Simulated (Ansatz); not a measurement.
Ansatz (an electronic-structure program) input:

Ansatz 0.2 input:
```yaml
crystal:
  periodic: [false, false, false]
  atoms:
    - {symbol: C, position_ang: [1.96912325, -0.03377675, -0.12648979]}
    - {symbol: C, position_ang: [0.81105554, -0.26550758, 0.08309716]}
    - {symbol: C, position_ang: [-0.55304095, -0.56051566, 0.35014958]}
    - {symbol: O, position_ang: [-1.41501233, 0.60208093, -0.31443698]}
    - {symbol: H, position_ang: [3.00127502, 0.16506653, -0.31263349]}
    - {symbol: H, position_ang: [-0.82389562, -0.53569568, 1.40381369]}
    - {symbol: H, position_ang: [-0.94333264, -1.43526246, -0.16407876]}
    - {symbol: H, position_ang: [-0.95157021, 1.46230547, -0.28268748]}
    - {symbol: H, position_ang: [-2.32520489, 0.68573853, 0.03054012]}
basis:
  gaussian:
    orbitals: STO-3G
hamiltonian:
  xc: {name: PBE0}
total_charge: 1
```

**Question.** Which total energy does the run end on?

**Answer.** -189.53566 Eh (PBE0/STO-3G). The basis has 25 functions.

It need not be the lowest isomer of its formula.
